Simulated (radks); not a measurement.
Neutral nitrogen inside a hard spherical wall (all orbitals vanish at R), configuration held at [He] 2s2 2p3 and not refilled when levels cross. All-electron calculation, non-relativistic Kohn-Sham, PBE, spin-unpolarised, spherical densities, point nucleus. Program: a radial shooting solver on a logarithmic mesh with Libxc functionals. Eigenvalues in eV, with the zero of energy where the potential of the charges vanishes at infinity; a dash marks a level that is unbound or too diffuse for the functional's potential to be trusted. A positive occupied level is held by the wall or, in an anion where self-interaction has pushed it up, behind a barrier. The pressure on the wall is -dE/dV.

R (bohr)	E (hartree)	kinetic (hartree)	e(1s)	e(2s)	e(2p)	e(3s, empty)	e(3p, empty)	pressure (GPa)
free	-54.42100	54.252	-384.48	-18.558	-7.095	-	-	0
20	-54.42100	54.252	-384.48	-18.558	-7.095	-	-	< 0.0001
12	-54.42100	54.252	-384.48	-18.558	-7.095	0.038	1.202	< 0.0001
10	-54.42099	54.252	-384.47	-18.556	-7.093	0.327	1.785	0.000272
8	-54.42085	54.253	-384.45	-18.541	-7.078	1.112	3.085	0.00787
7	-54.42036	54.257	-384.40	-18.502	-7.036	2.009	4.394	0.0444
3.5	-54.28201	54.940	-379.26	-15.247	-3.254	25.115	29.544	45.6
3	-54.08520	55.729	-374.72	-12.244	0.197	41.128	44.738	158
2	-52.08472	61.687	-349.27	9.275	22.540	136.91	127.58	2870
